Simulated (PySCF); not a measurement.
Calculation: PBE-D3(BJ)/def2-TZVP // B3LYP-D3(BJ)/def2-TZVP run with PySCF. Gas-phase values, no solvent. One relaxed conformer stands for a flexible species; it need not be the lowest. Excitations are Tamm–Dancoff values on a coarser integration grid. The basis has no diffuse functions, so Rydberg states are missing or too high.

Reference species (SMILES): `[OH][Sn]([OH])([F])[F]` (H–O–Sn–F torsion -96°, F–Sn–O–H torsion 20°) (neutral, multiplicity 1).

- brightest of the four lowest singlets (TDA): 5.85 eV
- HOMO–LUMO gap: 4.57 eV
- S1–T1 gap (TDA): 0.40 eV
- S1 oscillator strength: 0.007

Changed species: `[OH][Sn]([OH])([OH])[OH]` (4 of 4 F replaced by OH; the reference has 2 of 4 F replaced by OH).

Task: Give the shifts of the brightest of the four lowest singlets (TDA), HOMO–LUMO gap, S1–T1 gap (TDA) and S1 oscillator strength.

Result: the brightest of the four lowest singlets (TDA) falls by 0.67 eV, to 5.18 eV; the HOMO–LUMO gap rises by 0.05 eV, to 4.62 eV; the S1–T1 gap (TDA) falls by 0.02 eV, to 0.38 eV; the S1 oscillator strength stays essentially unchanged.
